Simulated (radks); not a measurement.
Coulomb parameter of the 4d shell of the cadmium ion Cd2+ in the model configuration [Kr] 4d9 5s1, as a second difference U = [E(n + 1) + E(n - 1) - 2 E(n)] / (1)^2 with all orbitals relaxed. "Bare": the charge of the atom changes with n. "Screened": the 5s shell takes up the change at fixed total charge, which measures U(4d,4d) + U(5s,5s) - 2 U(4d,5s). Calculated with a radial shooting solver on a logarithmic mesh with Libxc functionals: scalar-relativistic Kohn-Sham, PBE, spin-unpolarised, spherical densities, finite nucleus; Fermi nuclear charge, rms radius 4.6087 fm.

case         configuration  E - E(n) (eV)
start         [Kr] 4d9 5s1          0.000
bare +1      [Kr] 4d10 5s1        -27.493
bare -1       [Kr] 4d8 5s1         42.517
screened +1      [Kr] 4d10        -10.368
screened -1   [Kr] 4d8 5s2         12.977

U(bare) = 15.023 eV, U(screened by 5s) = 2.609 eV, against the Slater integral F0(4d,4d) = 20.331 eV with frozen orbitals.
